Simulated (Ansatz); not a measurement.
Consider the formal exchange of groups at a B–C bond: `CCBO` + `O[C](F)(F)[GeH3]` → `O[BH][GeH3]` + `CCC(O)(F)F`.

Calculated with Ansatz (gas phase, PBE0-D4/def2-TZVP geometries, no zero-point term in ΔE). CCSD(T)/CBS adds triple-zeta CCSD(T) − MP2 to the extrapolated MP2 energy (def2 sets, frozen cores). Functionals use def2-TZVPP. B3LYP here is the variant with VWN-RPA as its local correlation; programs differ in this. For Ge outer-core shells are correlated without core-valence functions, which leaves a few kJ/mol of doubt a bond. Scalar relativity is left out up to krypton. Each species was taken in one conformer, which may not be the lowest.

| level | ΔE (kJ/mol) | difference from CCSD(T)/CBS |
| --- | --- | --- |
| PBE-D4 | -25.7 | 7.8 |
| r2SCAN-D4 | -29.9 | 3.6 |
| PBE0-D4 | -31.9 | 1.6 |
| B3LYP-D4 | -26.5 | 7.0 |
| ωB97X-V | -32.9 | 0.6 |
| ωB97M-V | -30.2 | 3.3 |
| B2PLYP | -28.8 | 4.7 |
| PBE | -25.6 | 7.9 |
| r2SCAN | -29.8 | 3.7 |
| PBE0 | -31.9 | 1.6 |
| B3LYP | -26.5 | 7.0 |
| HF/def2-TZVPP | -38.2 | -4.7 |
| MP2/def2-TZVPP | -31.2 | 2.3 |
| SCS-MP2/def2-TZVPP | -31.3 | 2.2 |
| CCSD/def2-TZVPP | -35.2 | -1.7 |
| CCSD(T)/def2-TZVPP | -34.1 | -0.6 |
| HF/def2-QZVPP | -36.8 | -3.3 |
| MP2/def2-QZVPP | -30.4 | 3.1 |
| SCS-MP2/def2-QZVPP | -30.2 | 3.3 |
| HF/CBS(def2) | -36.6 | -3.1 |
| MP2/CBS(def2) | -30.6 | 2.9 |
| CCSD/CBS(def2) | -34.6 | -1.1 |
| CCSD(T)/CBS | -33.5 | 0 |

Largest T1 diagnostic among the species: 0.013.

In def2-TZVPP, CCSD(T) changes the Hartree–Fock value by +4.1 kJ/mol (the triples alone add +1.1 kJ/mol) and MP2 by +7.0 kJ/mol. From PBE to PBE0 (25 % exact exchange), in def2-TZVPP and without D4, ΔE moves by −6.3 kJ/mol.
